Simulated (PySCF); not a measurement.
# Ni⁺ (nickel, charge +1) across methods

[Ar] 3d9, 2D determinant. All numbers are calculated (PySCF 2.14, scalar relativity by spin-free X2C-1e, in aug-cc-pwCVTZ-DK).

```json
{"method": "LDA", "E (hartree)": "-1517.522", "mean ε 3p β (eV)": "-74.243", "mean ε 3d α (eV)": "-13.788", "mean ε 3d β (eV)": "-12.837", "Σ⟨r²⟩ (bohr²)": "20.45", "⟨S²⟩": "0.764"}
{"method": "PBE", "E (hartree)": "-1520.052", "mean ε 3p β (eV)": "-74.370", "mean ε 3d α (eV)": "-13.606", "mean ε 3d β (eV)": "-12.693", "Σ⟨r²⟩ (bohr²)": "20.60", "⟨S²⟩": "0.824"}
{"method": "PBE0", "E (hartree)": "-1520.046", "mean ε 3p β (eV)": "-78.610", "mean ε 3d α (eV)": "-15.578", "mean ε 3d β (eV)": "-14.531", "Σ⟨r²⟩ (bohr²)": "20.02", "⟨S²⟩": "0.758"}
```

Question: Estimate the same row for UHF.

Answer: E (hartree) = -1518.79843; mean ε 3p β (eV) = -91.030; mean ε 3d α (eV) = -21.501; mean ε 3d β (eV) = -19.936; Σ⟨r²⟩ (bohr²) = 19.19; ⟨S²⟩ = 0.753.
